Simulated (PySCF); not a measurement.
Molfile (atoms numbered from 1):
```
C3H7FO4Si
     RDKit          3D

 16 15  0  0  0  0  0  0  0  0999 V2000
    2.5625   -1.0678    0.5104 C   0  0  0  0  0  0  0  0  0  0  0  0
    1.2180   -1.1952    0.1130 O   0  0  0  0  0  0  0  0  0  0  0  0
   -0.0514   -0.2922    0.4577 Si  0  0  0  0  0  4  0  0  0  0  0  0
   -0.5777   -0.5542    1.9678 F   0  0  0  0  0  0  0  0  0  0  0  0
   -1.1315   -0.7833   -0.6137 O   0  0  0  0  0  0  0  0  0  0  0  0
   -2.5257   -0.6030   -0.6195 C   0  0  0  0  0  0  0  0  0  0  0  0
    0.3150    1.5933    0.4117 C   0  0  0  0  0  0  0  0  0  0  0  0
    1.4063    2.0917    0.5473 O   0  0  0  0  0  0  0  0  0  0  0  0
   -0.7677    2.3472    0.1816 O   0  0  0  0  0  0  0  0  0  0  0  0
    2.6808   -1.4164    1.5372 H   0  0  0  0  0  0  0  0  0  0  0  0
    2.8890   -0.0301    0.4474 H   0  0  0  0  0  0  0  0  0  0  0  0
    3.1595   -1.6871   -0.1583 H   0  0  0  0  0  0  0  0  0  0  0  0
   -2.9154   -1.1002   -1.5072 H   0  0  0  0  0  0  0  0  0  0  0  0
   -2.9687   -1.0439    0.2742 H   0  0  0  0  0  0  0  0  0  0  0  0
   -2.7734    0.4591   -0.6521 H   0  0  0  0  0  0  0  0  0  0  0  0
   -0.5272    3.2911    0.1609 H   0  0  0  0  0  0  0  0  0  0  0  0
  1  2  1  0
  2  3  1  0
  3  4  1  0
  3  5  1  0
  5  6  1  0
  3  7  1  0
  7  8  2  0
  7  9  1  0
  1 10  1  0
  1 11  1  0
  1 12  1  0
  6 13  1  0
  6 14  1  0
  6 15  1  0
  9 16  1  0
M  END
```

PySCF 2.14.0 with density-fitted response routines calculation with NMR shieldings at PBE0/pcSseg-1/GIAO and geometry: GFN2-xTB; fast rotation and ring inversion assumed for equivalent nuclei, non-relativistic, in vacuum, one conformer.

δ = σ(ref) − σ, references computed at the same level: 13C (σ = 186.93 ppm) and 1H (σ = 31.72 ppm) and 29Si (σ = 349.16 ppm) vs TMS; 17O (σ = 336.08 ppm) vs H2O; CFCl3 for 19F (σ = 170.95 ppm).

```tsv
atoms	nucleus	count	δ (ppm)
C7	13C	1	?
H10/H11/H12/H13/H14/H15	1H	6	4.14
Si3	29Si	1	-86.8
C1/C6	13C	2	53.7
O8	17O	1	?
O9	17O	1	?
H16	1H	1	6.68
F4	19F	1	-153.4
O2/O5	17O	2	29.5
```

**Question.** Complete the table.

**Answer.** 
- C7: 181.7 ppm, carbonyl carbon
- O8: 498.8 ppm, carbonyl oxygen
- O9: 236.7 ppm, acid hydroxyl oxygen

Exchangeable OH/NH protons stand at their gas-phase positions; hydrogen bonding in a real sample shifts them, mostly to higher δ. Shifts are as computed. Against solution values, carbons near 30 ppm lie about +3 ppm off and those near 130 ppm about +5 ppm. Of 1211 compounds with measured shifts, 218 miss one by over three times the rms of a fit or turn the order of signals round; such compounds aren't used in these exercises. In solution the two oxygens of a carboxylic acid exchange roles by proton transfer and give one 17O line. Hydrogen bonding in solution shields acid and N–H amide carbonyl oxygens by tens of ppm. The C=O carbon of an acid or of an amide with N–H lies up to 10 ppm further downfield in solution, through hydrogen bonding that the calculation lacks. Unscaled 19F shifts against computed CFCl3 carry errors that often reach 10 to 50 ppm. Unscaled 17O shifts of doubly bonded oxygen tend to come out too high, by tens of ppm or more. Experimental scales use liquid or dissolved standards, which lie at an offset from isolated H2O (liquid H2O: subtract about 36 ppm).
